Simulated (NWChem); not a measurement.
Molecule: C2H3O2, doublet; SMILES CC([O])=O

All runs: NWChem. Spin-unrestricted. Coordinates come from a PBE0/def2-SVP, spin-unrestricted optimisation. No stability test was run on the SCF state.

For level PBE0/cc-pVDZ:

- highest occupied level (eV) = -8.24
- dipole (D) = 3.08

Estimate the same quantities for level PBE0/aug-cc-pVDZ.

The highest occupied level (eV) is -8.59 and the dipole (D) comes out as 3.31.
